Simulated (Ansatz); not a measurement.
Total energies of Si₇Au (the lowest doublet isomer of a short search) from Ansatz at PBE0-D4/def2-TZVP, gas phase (1 Eh = 27.2114 eV = 2625.5 kJ/mol). The reference geometry is relaxed at PBE0-D4/def2-SVP.

```tsv
atom	x (Å)	y (Å)	z (Å)
Au1	1.7897	-0.6740	-1.0707
Si2	-1.3014	-1.9634	0.4847
Si3	-1.1864	0.5055	0.5959
Si4	0.9043	1.5428	-0.2629
Si5	-1.1609	1.6090	-1.5117
Si6	0.7552	0.9949	2.0537
Si7	0.8976	-1.2564	1.1944
Si8	-0.6980	-0.7586	-1.4834
```

```tsv
state	geometry	energy (Eh)
charge 0 doublet	reference	-2161.44775
charge 1 singlet	reference	-2161.20160
charge -1 triplet	reference	-2161.52781
free Au atom (doublet)	–	-135.70229
free Si atom (triplet)	–	-289.24943
```

In the def2 sets Au takes a core potential; there is no spin–orbit coupling.

(1) Work out the vertical ionisation energy to the singlet.

(2) Work out the vertical electron affinity, to the triplet.

(3) Give the fundamental gap IE − EA, the Mulliken electronegativity (IE + EA)/2 and the hardness (IE − EA)/2.

(4) What is the binding energy per atom against free atoms?

(1) E(charge 1 singlet) − E(charge 0 doublet) = -2161.20160 − (-2161.44775) = 0.24615 Eh = 6.70 eV. For comparison, −ε of the highest occupied level of the spin that leaves is 5.25 eV at this level, 1.45 eV less.

(2) E(charge 0 doublet) − E(charge -1 triplet) = -2161.44775 − (-2161.52781) = 0.08006 Eh = 2.18 eV. The basis lacks diffuse functions, which makes affinities too small.

(3) From the values in Eh: IE − EA = 0.24615 − 0.08006 = 0.16609 Eh = 4.52 eV; (IE + EA)/2 = 4.44 eV; (IE − EA)/2 = 2.26 eV.

(4) Atoms: 1 × (-135.70229) + 7 × (-289.24943) = -2160.44830 Eh. Binding: -2160.44830 − (-2161.44775) = 0.99945 Eh = 27.20 eV, or 3.40 eV for each of 8 atoms (no zero-point energy, no counterpoise term).

The structure comes from a short search, and lower isomers may exist.
